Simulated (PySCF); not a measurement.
Isomers of [C6H12P]-.

All values: PBE0/pcSseg-1 (PySCF) at GFN2-xTB geometries, gas phase, one conformer each.

Task: Rank by HOMO energy, lowest first.
A. `[CH2:1]=[CH:2][P-:3][C:4]([CH3:5])([CH3:6])[CH3:7]` (charge -1) with C1–C2–P3–C4 180°
B. `[CH3:1][CH:2]([CH3:3])[P-:4][CH:5]1[CH2:6][CH2:7]1` (charge -1) with C1–C2–P4–C5 81°, C2–P4–C5–C6 90°
C. `[PH-:1][CH:2]1[CH2:3][CH2:4][CH2:5][CH2:6][CH2:7]1` (charge -1) with H–P1–C2–C3 175°, P1–C2–C3–C4 180°, C2–C3–C4–C5 -58°, C3–C4–C5–C6 57°, C4–C5–C6–C7 -57°
D. `[CH3:1]/[CH:2]=[CH:3]/[P-:4][CH2:5][CH2:6][CH3:7]` (charge -1) with C2–C3–P4–C5 -2°, C3–P4–C5–C6 -77°, P4–C5–C6–C7 179°

Result: A (0.82 eV), D (0.94 eV), B (1.23 eV), C (1.36 eV).

Task: Rank by HOMO–LUMO gap, highest first.
A. `[PH-:1][CH:2]1[CH2:3][CH2:4][CH2:5][CH2:6][CH2:7]1` (charge -1) with H–P1–C2–C3 175°, P1–C2–C3–C4 180°, C2–C3–C4–C5 -58°, C3–C4–C5–C6 57°, C4–C5–C6–C7 -57°
B. `[CH2:1]=[CH:2][P-:3][C:4]([CH3:5])([CH3:6])[CH3:7]` (charge -1) with C1–C2–P3–C4 180°
C. `[CH2:1]=[CH:2][CH2:3][P-:4][CH:5]([CH3:6])[CH3:7]` (charge -1) with C1–C2–C3–P4 -106°, C2–C3–P4–C5 73°, C3–P4–C5–C6 87°

Result: B (4.32 eV), C (3.95 eV), A (3.41 eV).

All values together:

```
         SMILES  HOMO (eV)  LUMO (eV)  lowest IAO charge (e)  highest IAO charge (e)  lowest Hirshfeld charge (e)  highest Hirshfeld charge (e)
  [PH-]C1CCCCC1       1.36       4.77             -0.629 (P)              +0.124 (H)                   -0.532 (P)                    +0.024 (H)
C=C[P-]C(C)(C)C       0.82       5.13             -0.475 (C)              +0.130 (H)                   -0.284 (P)                    +0.022 (H)
 CC(C)[P-]C1CC1       1.23       5.27             -0.408 (C)              +0.131 (H)                   -0.373 (P)                    +0.019 (H)
  C=CC[P-]C(C)C       0.96       4.91             -0.426 (C)              +0.134 (H)                   -0.343 (P)                    +0.017 (H)
  C/C=C/[P-]CCC       0.94       4.98             -0.419 (C)              +0.132 (H)                   -0.334 (P)                    +0.024 (H)
```

Conformers: `[PH-:1][CH:2]1[CH2:3][CH2:4][CH2:5][CH2:6][CH2:7]1` (charge -1) with H–P1–C2–C3 175°, P1–C2–C3–C4 180°, C2–C3–C4–C5 -58°, C3–C4–C5–C6 57°, C4–C5–C6–C7 -57°; `[CH2:1]=[CH:2][P-:3][C:4]([CH3:5])([CH3:6])[CH3:7]` (charge -1) with C1–C2–P3–C4 180°; `[CH3:1][CH:2]([CH3:3])[P-:4][CH:5]1[CH2:6][CH2:7]1` (charge -1) with C1–C2–P4–C5 81°, C2–P4–C5–C6 90°; `[CH2:1]=[CH:2][CH2:3][P-:4][CH:5]([CH3:6])[CH3:7]` (charge -1) with C1–C2–C3–P4 -106°, C2–C3–P4–C5 73°, C3–P4–C5–C6 87°; `[CH3:1]/[CH:2]=[CH:3]/[P-:4][CH2:5][CH2:6][CH3:7]` (charge -1) with C2–C3–P4–C5 -2°, C3–P4–C5–C6 -77°, P4–C5–C6–C7 179°.
